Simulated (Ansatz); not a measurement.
Abridged output of a molecular run in Ansatz:

```
Functional definition: HF
1108 factors; integrals over basis functions are off by at most 1.5e-3 eV
mean field evaluation 1: about -21761.4673 eV, gradient 3.6e1 eV
mean field evaluation 2: about -21761.5666 eV, gradient 3.6e1 eV
mean field evaluation 4: about -21764.6129 eV, gradient 3.0e0 eV
mean field evaluation 8: about -21764.6588 eV, gradient 1.8e-1 eV
mean field -21764.65905225 eV, -799.8364675545 hartree, gradient 2.3e-6 eV, S^2 0.000000; 0 other end points of the search recorded, 0 dependent functions left out
12 core orbitals not correlated: weight in the atoms' cores, before any rotation towards them, 1.000 or more for the frozen orbitals, at most 0.000 for the correlated occupied ones
reference -21764.65905225 eV, -799.8364675545 hartree; 21, 21 occupied and 73, 73 virtual orbitals, 1108 factors
second order -19.66623227 eV of doubles, -0.00000000 eV of singles
cycle   1  -20.09683159 eV  change   -4.3e-1 eV  update   1.1e-1
cycle   2  -20.61728340 eV  change   -5.2e-1 eV  update   3.1e-2
cycle   3  -20.74328210 eV  change   -1.3e-1 eV  update   1.6e-2
cycle   4  -20.73786356 eV  change    5.4e-3 eV  update   3.3e-3
cycle   5  -20.73627879 eV  change    1.6e-3 eV  update   1.6e-3
cycle   6  -20.73660491 eV  change   -3.3e-4 eV  update   4.8e-4
cycle   7  -20.73637277 eV  change    2.3e-4 eV  update   2.0e-4
cycle   8  -20.73630515 eV  change    6.8e-5 eV  update   7.6e-5
cycle   9  -20.73633294 eV  change   -2.8e-5 eV  update   2.9e-5
perturbative correction -0.51651930 eV, -0.0189817342 hartree
Total energy: -21785.91190450 eV, -800.6174954689 hartree
```

Its atoms:

Z-matrix (Å, degrees):
```
C
I 1 2.200
O 1 1.335 2 112.8
F 1 1.358 2 107.0 3 123.0
H 1 1.088 2 104.6 3 -121.1
Si 3 1.679 1 126.9 2 77.0
H 6 1.477 3 103.8 1 -167.1
H 6 1.481 3 109.7 1 74.4
H 6 1.481 3 109.9 1 -47.5
```

(1) Which basis set was used?
A. def2-TZVPPD
B. def2-SVP
C. cc-pV(T+d)Z
D. def2-QZVPP

(2) Write the keys of the input that set method, charge and spin (a neutral closed shell needs none for the last two).

## Answers

(1) B. It gives 106 functions.

(2) 
```yaml
correlation: {method: ccsd_t}
```
